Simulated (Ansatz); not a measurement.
Gas-phase electronic energies from Ansatz, PBE0-D4/def2-TZVP geometries. CCSD(T)/CBS is the MP2 limit (def2-TZVPP, def2-QZVPP) plus CCSD(T) − MP2 in def2-TZVPP, frozen cores. This one scheme is used for every species. Functionals use def2-TZVPP. One conformer a species, not always the lowest.

`CO[SiH2]S[SiH2]Cl` + CH₃OH → `CO[SiH2]S[SiH2]OC` + HCl  (ligand exchange at the Si–Cl bond)

```tsv
level	ΔE (kJ/mol)
PBE-D4	9.2
r2SCAN-D4	3.4
PBE0-D4	8.6
HF/def2-TZVPP	-0.7
CCSD(T)/def2-TZVPP	-2.8
HF/def2-QZVPP	-1.5
MP2/def2-QZVPP	3.4
HF/CBS(def2)	-1.6
```

**Question.** What does CCSD(T)/CBS give? (Estimate.)

**Answer.** Computed: +2.1 kJ/mol. The listed levels differ from it by 7.1, 1.3, 6.5, -2.8, -4.9, -3.6, 1.3, -3.7 kJ/mol.

Largest T1 diagnostic among the species: 0.012.

The D4 term adds −3.2 kJ/mol with B3LYP and −2.4 kJ/mol with PBE0; it sums over pairs of atoms, weighted by their polarisabilities, and B3LYP, whose exchange is more repulsive, gets the larger term.

B3LYP here is the variant with VWN-RPA as its local correlation; programs differ in this.
